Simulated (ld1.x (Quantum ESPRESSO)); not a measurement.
# Configuration tests for arsenic (As) (RRKJ)

As (Z = 33), norm-conserving RRKJ (Kleinman–Bylander form), made with ld1.x (Quantum ESPRESSO) 7.5 (LDA (PZ), fully relativistic). Core [Ne], reference 3s2 3p6 3d10 4s2 4p2.5 (charge +0.5). Waves: 3s (bound): rc 0.90 bohr; 3p (bound): rc 0.60 bohr; 3d (bound): rc 0.70 bohr. Local part: all-electron potential smoothed inside 0.55 bohr (lloc = -2). Core correction: none.

Open shells are filled in proportion to 2j + 1 (rel_dist='average').

Occupied shells without a wave of their own: 4p, 4s. They enter only through the test configuration that unscreens the potential.

Energies are relative to the spin-unpolarised reference configuration 3s2 3p6 3d10 4s2 4p2.5; without spin polarisation the order of configurations can differ from experiment. The frozen-core shift is the all-electron ΔE with the core orbitals held at their reference shape minus the fully relaxed ΔE.

```csv
valence configuration,charge,ΔE all-electron (eV),error AE − PS (meV),frozen-core shift (meV)
3s2 3p6 3d10 4s2 4p2,+1,5.690,-17,+0.1
3s2 3p6 3d10 4s2 4p1,+2,23.857,-68,0.0
3s2 3p6 3d9 4s2 4p4,0,36.558,+154,+0.5
3s2 3p6 3d10 4s2 4p0,+3,51.902,-136,+0.1
3s2 3p6 3d10 4s1 4p0,+4,103.015,-1652,+0.5
```

(1) What are ΔE and the potential's error for 3s2 3p6 3d10 4s1 4p4?

(2) What are ΔE and the potential's error for 3s2 3p6 3d10 4s2 4p3?

Levels in the configuration 3s2 3p6 3d10 4s1 4p4:

| level | all-electron (eV) | pseudo (eV) |
| --- | --- | --- |
| 3s j=1/2 | -191.107 | -191.452 |
| 3p j=1/2 | -138.437 | -138.770 |
| 3p j=3/2 | -133.400 | -133.735 |
| 3d j=3/2 | -42.947 | -43.270 |
| 3d j=5/2 | -42.215 | -42.541 |
| 4s j=1/2 | -15.583 | -16.661 |
| 4p j=1/2 | -6.184 | -6.261 |
| 4p j=3/2 | -5.881 | -5.958 |

A Bessel basis up to 400 Ry misses an occupied level by 0.49 Ry, so cutoffs and ghosts were not judged. The potential misses its own reference levels by up to 1.0 eV.

Results:

(1) ΔE = 5.839 eV all-electron; the error (AE − PS) is -946 meV.

(2) ΔE = -3.638 eV all-electron; the error (AE − PS) is +11 meV.

The 4p, 4s levels have no wave, so the channel is fitted at the deeper level alone: the likely source of the large errors.
